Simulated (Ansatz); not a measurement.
Consider the substitution at a C–C bond: `[SiH3]/C=C/C[SiH3]` + `B[AsH2]` → `B[AsH]C[SiH3]` + `C=C[SiH3]`.

Computed with Ansatz on PBE0-D4/def2-TZVP structures; ΔE is electronic, products minus reactants. CCSD(T)/CBS is the MP2 limit (def2-TZVPP, def2-QZVPP) plus CCSD(T) − MP2 in def2-TZVPP, frozen cores. DFT in def2-TZVPP. For As outer-core shells are correlated without core-valence functions, which leaves a few kJ/mol of doubt a bond. Scalar relativity is left out up to krypton. One conformer a species, not always the lowest.

```tsv
level	ΔE (kcal/mol)	difference from CCSD(T)/CBS
PBE0-D4	0.4	1.6
B2PLYP	0.0	1.2
PBE0	0.8	2.0
CCSD/def2-TZVPP	-0.8	0.4
CCSD(T)/def2-TZVPP	-1.2	0.0
MP2/def2-QZVPP	-1.4	-0.2
SCS-MP2/def2-QZVPP	-1.2	0.0
HF/CBS(def2)	1.4	2.6
MP2/CBS(def2)	-1.5	-0.3
CCSD/CBS(def2)	-0.8	0.4
CCSD(T)/CBS	-1.2	0
```

Largest T1 diagnostic among the species: 0.014.

In def2-TZVPP, CCSD(T) changes the Hartree–Fock value by −2.4 kcal/mol (the triples alone add −0.4 kcal/mol) and MP2 by −2.7 kcal/mol. The D4 term adds −0.8 kcal/mol with B3LYP and −0.4 kcal/mol with PBE0; it sums over pairs of atoms, weighted by their polarisabilities, and B3LYP, whose exchange is more repulsive, gets the larger term.

B3LYP here is the variant with VWN-RPA as its local correlation; programs differ in this.
